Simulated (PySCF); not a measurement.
Job file and geometry (Å, from GFN2-xTB) of an NMR shielding run on SMILES C1[P@H](=O)CC(F)=C1, C4H6FOP, GIAO PBE0/pcSseg-1 NMR shielding, non-relativistic, gas phase (PySCF 2.14.0, density-fitted response routines); density fitting, a coarse starting grid and PySCF grid level 2 are the driver's defaults:

```
$ OMP_NUM_THREADS=1 python probes_run.py task.json out

{"job": {"kind": "nmr", "xc": "PBE0", "basis": "pcSseg-1"}, "charge": 0, "multiplicity": 1}
O      0.314937    -2.360464    -1.186185
P      0.120038    -1.337570    -0.161730
C      1.375541     0.000711    -0.004478
C      0.565666     1.183960     0.421871
C     -0.741084     1.071606     0.243713
F     -1.610492     2.048105     0.558139
C     -1.303774    -0.183304    -0.339968
H     -0.018906    -1.831476     1.135439
H      2.170436    -0.241243     0.702835
H      1.837132     0.157711    -0.985670
H      1.035293     2.065416     0.825160
H     -2.208813    -0.508331     0.175824
H     -1.540363    -0.064635    -1.402678
```

Question: Write the output of this run.

Answer: 
```
coarse grid: 11864 points
cycle   1  E = -671.6623525977  dE =  1.344e+00  |g| = 9.920e-01  |ddm| = 3.452e+00
cycle   2  E = -670.9546168905  dE =  7.077e-01  |g| = 2.086e+00  |ddm| = 3.697e+00
cycle   3  E = -671.8378401814  dE = -8.832e-01  |g| = 2.415e-01  |ddm| = 3.042e+00
cycle   4  E = -671.8486071000  dE = -1.077e-02  |g| = 1.047e-01  |ddm| = 3.149e-01
cycle   5  E = -671.8505313706  dE = -1.924e-03  |g| = 2.931e-02  |ddm| = 8.074e-02
cycle   6  E = -671.8507323828  dE = -2.010e-04  |g| = 8.637e-03  |ddm| = 3.165e-02
cycle   7  E = -671.8507489495  dE = -1.657e-05  |g| = 2.497e-03  |ddm| = 8.628e-03
cycle   8  E = -671.8507501155  dE = -1.166e-06  |g| = 6.578e-04  |ddm| = 2.442e-03
final grid: 111808 points
cycle   9  E = -671.9103669581  dE = -1.784e-05  |g| = 1.079e-02  |ddm| = 2.621e-02
cycle  10  E = -671.9103201548  dE =  4.680e-05  |g| = 1.892e-02  |ddm| = 2.739e-02
cycle  11  E = -671.9103909161  dE = -7.076e-05  |g| = 2.090e-03  |ddm| = 1.909e-02
cycle  12  E = -671.9103917911  dE = -8.750e-07  |g| = 2.462e-04  |ddm| = 1.895e-03
cycle  13  E = -671.9103917976  dE = -6.539e-09  |g| = 1.484e-04  |ddm| = 3.043e-04
cycle  14  E = -671.9103918010  dE = -3.328e-09  |g| = 2.040e-05  |ddm| = 1.365e-04
cycle  15  E = -671.9103918010  dE = -7.321e-11  |g| = 8.561e-06  |ddm| = 2.715e-05
converged SCF energy = -671.9103918010

GIAO shielding tensors (ppm)
atom      isotropic    diamagn.    paramagn.     s11        s22        s33       span
  0 O      225.474     389.958    -164.484    113.407    271.363    291.651    178.244
  1 P      311.576     962.731    -651.155    165.431    258.753    510.543    345.111
  2 C      153.624     257.644    -104.020    132.519    153.037    175.316     42.797
  3 C       81.125     259.358    -178.232    -16.615    112.301    147.690    164.305
  4 C       19.876     252.877    -233.001    -81.181     59.627     81.182    162.362
  5 F      270.979     473.624    -202.645    169.120    282.151    361.665    192.546
  6 C      153.676     259.924    -106.248    135.850    153.685    171.493     35.644
  7 H       24.096      28.091      -3.996     20.962     22.282     29.043      8.081
  8 H       29.180      30.480      -1.300     25.867     26.886     34.786      8.920
  9 H       28.988      30.807      -1.818     25.742     26.877     34.346      8.604
 10 H       26.512      30.991      -4.479     23.859     25.931     29.744      5.885
 11 H       29.165      30.127      -0.962     26.018     27.301     34.175      8.156
 12 H       28.857      30.537      -1.680     26.062     26.651     33.857      7.795
```

Question: Turn these shieldings into chemical shifts. Shifts are taken against calculated references (same method and geometry level): H2O for ¹⁷O (σ = 336.08 ppm); ³¹P (σ = 318.38 ppm) vs H3PO4; ¹³C (σ = 186.93 ppm), ¹H (σ = 31.72 ppm) vs TMS; CFCl3 for ¹⁹F (σ = 170.95 ppm).

Answer: Averaging equivalent atoms: O 0: 110.6; P 1: 6.8; C 4: 167.0; C 3: 105.8; C 2: 33.3; C 6: 33.2; F 5: -100.0; H 7: 7.62; H 10: 5.21; H 12: 2.86; H 9: 2.73; H 11: 2.55; H 8: 2.54 ppm. Unscaled 19F shifts against computed CFCl3 carry errors that often reach 10 to 50 ppm. Experimental scales use liquid or dissolved standards, which lie at an offset from isolated H2O (liquid H2O: subtract about 36 ppm) and H3PO4.

Size and cost of the density-fitted run: 156 basis functions, 14 s wall time on 1 thread of an Arm Neoverse V2, shared host; peak memory 0.72 GiB.
